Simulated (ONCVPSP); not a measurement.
**Before and after: ONCV potential for scandium (Sc)**

- Element: scandium
- Generator: ONCVPSP 4.0.1
- Type: optimised norm-conserving Vanderbilt (ONCV)
- Functional: PBE
- Relativity: scalar-relativistic
- Frozen core: [Ar]
- Valence charge: 3
- Reference configuration: 3d1 4s1.5 4p0.5
- Partial waves: 4s: rc 3.15 bohr, ncon 5, nbas 8, qcut 1.7 1/bohr, 2 projectors, debl 2 Ha; 4p: rc 3.70 bohr, ncon 4, nbas 7, qcut 2.6 1/bohr, 1 projector; 3d: rc 1.95 bohr, ncon 4, nbas 9, qcut 7.2 1/bohr, 2 projectors, debl 2.2 Ha
- Local potential: polynomial inside 1.80 bohr (lpopt 5, dvloc0 3 Ha)
- Core correction: none

Change: local potential polynomial inside 1.80 bohr (lpopt 5, dvloc0 8 Ha).

Cutoffs: the cutoffs (Ha) at which the residual kinetic energy of the hardest occupied pseudo-wave falls to 1 and 0.1 mHa per electron; they do not see the model core or the augmentation charge, which bear on the density cutoff. Errors are all-electron minus pseudo energies relative to the spin-unpolarised reference configuration.

Question: How do hardness, ghosts and transferability respond?

Answer: The potential gets neither clearly harder nor softer (21 Ha and 24 Ha → 21 Ha and 24 Ha); the errors of the 4 common tests hardly move; the range in which the s phases agree widens (upper end 2.4 → 3.9); neither file shows a bound ghost.

```csv
quantity,base,changed
"cutoff, loose",21 Ha,21 Ha
"cutoff, tight",24 Ha,24 Ha
bound ghosts,none,none
GHOST(+) flags under 300 eV,s at 69.9 eV,s at 287.4 eV
"error for 3d1 4s2 4p0, meV [ΔE -1.37 eV]",+1.5,+1.5
"error for 3d1 4s1 4p0, meV [ΔE 5.52 eV]",+0.7,+0.6
"error for 3d1 4s0 4p0, meV [ΔE 18.29 eV]",+261,+261
"error for 3d1 4s1.5 4p0, meV [ΔE 1.38 eV]",-1.3,-1.3
s: phases at 3.20 bohr within 0.05 rad from the reference energy up to (Ha; the scan ends near 5),2.4,3.9
p: phases at 3.76 bohr within 0.05 rad from the reference energy up to (Ha; the scan ends near 5),0.5,0.6
d: phases at 1.98 bohr within 0.05 rad from the reference energy up to (Ha; the scan ends near 5),to the end of the scan,to the end of the scan
```
